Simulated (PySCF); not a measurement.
## Calculated properties of `CC/N=C/C=C1C=C1`

C7H9N.
Atom-mapped SMILES: `[CH3:1][CH2:2]/[N:3]=[CH:4]/[CH:5]=[C:6]1[CH:7]=[CH:8]1` (hydrogens: H9, H10, H11 on C1; H12, H13 on C2; H14 on C4; H15 on C5; H16 on C7; H17 on C8)

Cartesian coordinates in Å at the GFN2-xTB level; atoms count from 1:
```
atom  x, y, z in Å
C1    -3.3245    0.0743    0.9890
C2    -2.0161    0.7397    0.5806
N3    -0.9820   -0.2561    0.4871
C4     0.1929    0.0747    0.1562
C5     1.2434   -0.9041    0.0572
C6     2.4816   -0.5834   -0.2855
C7     3.8626   -0.9015   -0.5644
C8     3.4982    0.3694   -0.6735
H9    -3.6041   -0.6747    0.2532
H10   -4.1197    0.8119    1.0660
H11   -3.2033   -0.4191    1.9493
H12   -2.1437    1.2501   -0.3850
H13   -1.7425    1.5080    1.3185
H14    0.4829    1.1143   -0.0728
H15    0.9784   -1.9275    0.2760
H16    4.6242   -1.6397   -0.6325
H17    3.7646    1.3756   -0.8906
```

Some functional groups and rings: imine, C=C double bond and cyclopropene ring.

From GFN2-xTB geometry:

```
Point group of the GFN2-xTB geometry                  : Cs
Rotational constants A, B, C of the GFN2-xTB geometry : 12.439, 0.704, 0.672 GHz
```

PBE0/def2-SVPD ground state and vertical TDDFT (core frozen in the response) (PySCF):

```
Dipole moment                                                     : 4.41 D
HOMO energy                                                       : -6.01 eV
LUMO energy                                                       : -1.08 eV
HOMO–LUMO gap                                                     : 4.93 eV
Lowest singlet excitation                                         : 3.87 eV (320 nm, f = 0.007)
Strongest line among the 6 lowest singlet transitions             : S4 at 5.36 eV (232 nm, f = 0.769)
Lowest triplet excitation (Tamm–Dancoff)                          : 3.02 eV
Static isotropic polarisability                                   : 100.7 au
Electronic spatial extent ⟨r²⟩ about the centre of nuclear charge : 1648 bohr²
```

PBE0/pcSseg-1 ground state and GIAO shieldings, non-relativistic (PySCF):

```
Lowest Hirshfeld atomic charge                              : -0.17 e on N3
Highest Hirshfeld atomic charge                             : +0.09 e on H16/H17
13C chemical shifts (computed TMS as zero) by class         : 164.9 (C4), 145.5 (C8), 145.2 (C7), 128.0 (C6), 93.5 (C5), 52.2 (C2), 20.5 (C1) ppm
1H chemical shifts (computed TMS as zero) by class          : 8.59 (H17), 8.45 (H16), 8.31 (H14), 5.73 (H15), 3.45 (H12/H13), 1.39 (H9/H10/H11) ppm
Isotropic shieldings of nuclei other than C and H, by class : -93 (N3) ppm
Mayer bond orders between heavy atoms                       : C1–C2 1.06, C2–N3 0.96, N3–C4 1.83, C4–C5 1.11, C5–C6 1.65, C6–C7 0.90, C7–C8 1.62, C8–C6 0.89
```

Monoisotopic mass (most abundant isotopes): 107.0735 u.

The rotational constants make it an asymmetric top with κ = (2B − A − C)/(A − C) = -0.99, nearer the prolate limit (−1). The 6 singlets span 3.87 to 6.16 eV, and their oscillator strengths add up to 0.78. The largest Löwdin shares of the HOMO are 0.26 on C5, 0.20 on N3, 0.19 on C6 and 0.08 on C8.

Isolated species at its GFN2-xTB geometry (one conformer only). NMR classes are plain means over equivalent atoms (diastereotopic ones count apart unless rotation or inversion swaps them), as if these changed places fast; in this geometry the members of some classes differ.
